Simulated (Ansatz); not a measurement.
Reaction (ligand exchange at the Si–N bond): `CN[SiH2]Cl` + `CO[SiH](O)F` → `CO[SiH](F)O[SiH2]Cl` + CH₃NH₂

Isolated molecules relaxed with PBE0-D4/def2-TZVP in Ansatz; ΔE leaves out vibrations. CCSD(T)/CBS adds triple-zeta CCSD(T) − MP2 to the extrapolated MP2 energy (def2 sets, frozen cores). Functionals use def2-TZVPP. B3LYP here is the variant with VWN-RPA as its local correlation; programs differ in this. Each species was taken in one conformer, which may not be the lowest.

`CN[SiH2]Cl`:

Cartesian coordinates in Å:
```
C -1.328 -0.161 -0.452
N 0.091 -0.456 -0.497
Si 1.259 0.385 0.403
Cl 1.177 0.063 2.451
H -1.857 -0.712 0.334
H -1.802 -0.387 -1.411
H -1.471 0.905 -0.261
H 0.298 -1.407 -0.760
H 2.595 -0.069 -0.040
H 1.037 1.838 0.235
```

`CO[SiH](O)F`:

Z-matrix (Å, degrees):
```
C
O 1 1.412
H 1 1.091 2 108.1
H 1 1.095 2 111.2 3 -119.0
H 1 1.094 2 111.3 3 119.4
Si 2 1.623 1 125.5 3 -176.0
F 6 1.595 2 107.9 1 49.5
O 6 1.619 2 108.8 1 170.5
H 6 1.471 2 114.0 1 -68.9
H 8 0.958 6 118.6 2 -39.6
```

`CO[SiH](F)O[SiH2]Cl`:

```xyz
13

C    -0.853    1.839   -0.708
O     0.431    1.276   -0.875
Si    0.769   -0.280   -1.140
F     2.348   -0.375   -1.195
O     0.230   -1.243    0.051
Si    0.192   -1.642    1.625
Cl   -0.655   -0.120    2.710
H    -0.744    2.924   -0.691
H    -1.520    1.569   -1.533
H    -1.302    1.516    0.235
H     0.211   -0.781   -2.406
H    -0.665   -2.833    1.782
H     1.559   -1.850    2.145
```

CH₃NH₂:

Z-matrix (Å, degrees):
```
C
N 1 1.453
H 1 1.092 2 109.4
H 1 1.100 2 115.4 3 -121.6
H 1 1.092 2 109.4 3 116.8
H 2 1.012 1 110.6 3 62.6
H 2 1.012 1 110.6 3 -179.3
```

| level | ΔE (kJ/mol) | difference from CCSD(T)/CBS |
| --- | --- | --- |
| PBE-D4 | -42.1 | 9.0 |
| r2SCAN-D4 | -48.9 | 2.2 |
| PBE0-D4 | -46.2 | 4.9 |
| B3LYP-D4 | -52.7 | -1.6 |
| ωB97X-V | -49.5 | 1.6 |
| PBE | -39.3 | 11.8 |
| PBE0 | -43.2 | 7.9 |
| MP2/def2-TZVPP | -48.8 | 2.3 |
| SCS-MP2/def2-TZVPP | -51.7 | -0.6 |
| CCSD(T)/def2-TZVPP | -50.8 | 0.3 |
| HF/def2-QZVPP | -63.0 | -11.9 |
| MP2/def2-QZVPP | -49.5 | 1.6 |
| SCS-MP2/def2-QZVPP | -52.3 | -1.2 |
| HF/CBS(def2) | -63.2 | -12.1 |
| MP2/CBS(def2) | -49.1 | 2.0 |
| CCSD/CBS(def2) | -52.7 | -1.6 |
| CCSD(T)/CBS | -51.1 | 0 |

Largest T1 diagnostic among the species: 0.011.

The D4 term adds −4.3 kJ/mol with B3LYP and −3.0 kJ/mol with PBE0; it sums over pairs of atoms, weighted by their polarisabilities, and B3LYP, whose exchange is more repulsive, gets the larger term. In def2-TZVPP, CCSD(T) changes the Hartree–Fock value by +10.6 kJ/mol (the triples alone add +1.6 kJ/mol) and MP2 by +12.6 kJ/mol.
